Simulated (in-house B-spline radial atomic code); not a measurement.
**RPA and G0W0 on TPSS: the bromine ion Br⁵⁺**

Configuration [Ar] 3d10 4s2, mean-field start TPSS. Computed with an all-electron radial atomic-structure program (B-spline basis): all electrons, non-relativistic, point nucleus, each spin shell either full or empty, empty states to l = 9 with an (l + 1/2)⁻⁴ tail; G0W0 by contour deformation at full frequency.

Command:
```bash
python run_gw.py task.json out
```
Settings (radii: box in bohr, nucleus in fm):
```
Z                        35
electrons                30
configuration            [Ar] 3d10 4s2
hamiltonian              nr
method                   tpss,tpss
lmax                     9
spin_polarised           False
box_radius               10.43
intervals                50
ion_configuration        [Ar] 3d10 4s1
```

Run time, properties included: 5.1 s on 1 thread of Intel(R) Xeon(R) Platinum 8488C (shared host).

Energies (hartree):

```json
{"term": "mean-field total", "value": "-2567.67198"}
{"term": "Hartree-Fock functional on these orbitals", "value": "-2566.18293"}
{"term": "direct second order", "value": "-2.6204"}
{"term": "second-order exchange", "value": "0.76297"}
{"term": "SOSEX correction", "value": "0.69663"}
```

(1) What is the RPA correlation energy, and what remains with SOSEX?

Quasi-particle levels (eV):

| level | occupied | mean field | Σx - vxc | Σc | QP weight | G0W0 |
| --- | --- | --- | --- | --- | --- | --- |
| 4s | yes | -79.66 | -4.72 | ? | ? | ? |
| 4p | no | -64.83 | 7.11 | -1.78 | 0.957 | -59.50 |

G0W0 = mean field + (Σx - vxc) + Σc, with Σc (partial-wave tail included) taken at the quasi-particle energy. Only the outer levels were computed. Levels of low weight are left out.

(2) Where does G0W0 put 4s?

(3) What does it cost to remove one electron (to [Ar] 3d10 4s1) by differences of total energies, each species on its own start (correlation terms add to the Hartree-Fock functional)?

Results:

(1) RPA gives -2.277 hartree (-2.07 eV per electron); RPA + SOSEX gives -1.5804, and the second-order doubles -1.8574 hartree (no singles). RPA lacks exchange-type terms and so overcorrelates at short range.

(2) At -86.79 eV, with Σc = -2.40 eV and a quasi-particle weight of 0.961. The tabulated removal energy is 87.39 ± 0.025 eV (NIST, measured); the calculation leaves out relativity, Breit and QED terms, and what these don't explain is the method's own error.

(3) TPSS 86.18 eV, Hartree-Fock functional 83.98 eV, + RPA 86.66 eV, + RPA + SOSEX 86.04 eV, + second order 87.07 eV. Tabulated: 87.39 ± 0.025 eV (NIST, measured); the calculation leaves out relativity, Breit and QED terms, and what these don't explain is the method's own error.
